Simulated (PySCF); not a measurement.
Isomers of C10H13N. Level of theory: PySCF, PBE0-D3(BJ)/def2-SVP geometry optimisation, gas phase. One conformer each; no zero-point energy, no entropy. No frequencies were run at this level. Point groups hold within 0.08 Å.

**Question.** Rank from lowest to highest electronic energy at this level (kcal/mol).
A. `[CH3:1][N:2]([CH3:3])[C:4]1=[CH:5]/[CH:6]=[CH:7]\[CH:8]=[CH:9]/[CH:10]=[CH:11]\1` with C4–C5–C6–C7 -55°, C6–C7–C8–C9 53°, C8–C9–C10–C11 -59°, N2–C4–C11–C10 -129°
B. `[CH2:1]=[CH:2][c:3]1[cH:4][cH:5][c:6]([N:7]([CH3:8])[CH3:9])[cH:10][cH:11]1` with C1–C2–C3–C4 -179° (4-dimethylaminostyrene)
C. `[N:1]#[C:2][CH2:3][C@@H:4]1[CH2:5][C@H:6]2[CH:7]=[CH:8][C@@H:9]1[CH2:10][CH2:11]2` with C2–C3–C4–C5 48°
D. `[CH2:1]=[C:2]1[CH:3]=[C:4]([N:5]2[CH2:6][CH2:7][CH2:8][CH2:9]2)[C:10]1=[CH2:11]` with C3–C4–N5–C6 178°, C1–C2–C3–C4 180°, C4–N5–C6–C7 -168°, N5–C6–C7–C8 -31°, C6–C7–C8–C9 38°

**Answer.** C (0.0), B (0.6), D (37.4), A (39.4).

As drawn, the lowest has a C≡N group, which the highest lacks. Neighbours under 2.5 kcal/mol apart (N#CC[C@@H]1C[C@H]2C=C[C@@H]1CC2 and C=Cc1ccc(N(C)C)cc1; C=C1C=C(N2CCCC2)C1=C and CN(C)C1=C/C=C\C=C/C=C\1) can change places with a better method, another conformer or zero-point energy.

```json
{"SMILES": "N#CC[C@@H]1C[C@H]2C=C[C@@H]1CC2", "E (Eh)": "-442.79242", "E rel (kcal/mol)": "0.0", "dipole (D)": "3.47", "point group": "C1", "A, B, C (MHz)": "2059, 960.0, 898.3"}
{"SMILES": "C=Cc1ccc(N(C)C)cc1", "E (Eh)": "-442.79150", "E rel (kcal/mol)": "0.6", "dipole (D)": "3.00", "point group": "near Cs", "A, B, C (MHz)": "3229, 577.5, 493.0"}
{"SMILES": "C=C1C=C(N2CCCC2)C1=C", "E (Eh)": "-442.73279", "E rel (kcal/mol)": "37.4", "dipole (D)": "4.15", "point group": "C1", "A, B, C (MHz)": "2787, 660.9, 545.2"}
{"SMILES": "CN(C)C1=C/C=C\\C=C/C=C\\1", "E (Eh)": "-442.72969", "E rel (kcal/mol)": "39.4", "dipole (D)": "1.63", "point group": "C1", "A, B, C (MHz)": "1947, 844.1, 662.6"}
```

**Question.** As an exercise, what shares would exp(−E/RT) give at 500 K from these electronic energies alone (no entropy, no degeneracies)?

**Answer.** RT = 0.994 kcal/mol: N#CC[C@@H]1C[C@H]2C=C[C@@H]1CC2 64.1 %, C=Cc1ccc(N(C)C)cc1 35.9 %, C=C1C=C(N2CCCC2)C1=C under 0.1 %, CN(C)C1=C/C=C\C=C/C=C\1 under 0.1 %.
